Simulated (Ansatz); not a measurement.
Reading a saddle point

A first-order saddle point of SiH$_{5}$O$_{2}$F, closed shell, PBE0-D4/def2-TZVP, with one imaginary mode of 571i cm⁻¹:

Si1  (-0.420, -0.229, 0.309)
F2  (0.905, -1.669, 0.306)
H3  (-1.292, -1.162, -0.429)
H4  (-0.215, -0.202, 1.765)
O5  (-1.204, 1.240, 0.176)
H6  (1.432, -0.705, -0.335)
O7  (1.021, 0.250, -0.700)
H8  (-1.680, 1.404, -0.639)
H9  (1.453, 1.073, -0.453)
(Å)

Ansatz 0.2.0; basis: def2-TZVPP and def2-QZVPP; cores frozen in the correlated methods. Extrapolation: Hartree–Fock as exp(−7.88 √X), correlation as X^−2.97.

(1) Which contacts change along the imaginary mode, and what lies on either side? (A judgement: the text doesn't fix the answer.)

(2) Which side is lower, and how far does the saddle lie above each? (To be estimated.)

No T1 diagnostic of these runs exceeds 0.012.

Answers

(1) By the calculation: The step is SiH₃OF ([OH][SiH2][F]) + H₂O → SiH₄O₂ ([OH][SiH2][OH]) + HF, with the molecules in contact on both sides. Shortening one way: Si1–O7, F2–H6; lengthening the same way: Si1–F2, H6–O7.
```json
{"pair": "Si1–O7", "one side (Å)": "3.92", "saddle (Å)": "1.82", "other side (Å)": "1.67"}
{"pair": "F2–H6", "one side (Å)": "5.09", "saddle (Å)": "1.27", "other side (Å)": "0.95"}
{"pair": "Si1–F2", "one side (Å)": "1.59", "saddle (Å)": "1.96", "other side (Å)": "3.18"}
{"pair": "H6–O7", "one side (Å)": "0.96", "saddle (Å)": "1.10", "other side (Å)": "1.69"}
```

(2) The calculation gives: The side with Si1–F2, H6–O7 short is lower by 23.1 kJ/mol; the saddle lies 126.6 kJ/mol above it and 103.5 kJ/mol above the other (CCSD(T) at an estimated basis limit (MP2 extrapolated from triple and quadruple zeta, plus CCSD(T) − MP2 in triple zeta); electronic energies).

The step is the kind of ligand exchange by which a precursor binds to a hydroxyl group, or is hydrolysed, in atomic layer deposition of oxides.

Labels in which every atom is bracketed show which atoms are joined, not bond orders.

For scale, one of the runs: CCSD(T)/def2-TZVPP, 205 basis functions, launched by `ansatz run in.yaml --threads 3 --pin off --events-out ev --progress --plain --max-ram 6092MiB`. The run took 51 s on 3 CPU threads of an Intel Xeon (shared host), with 3 GiB of host memory at its peak.
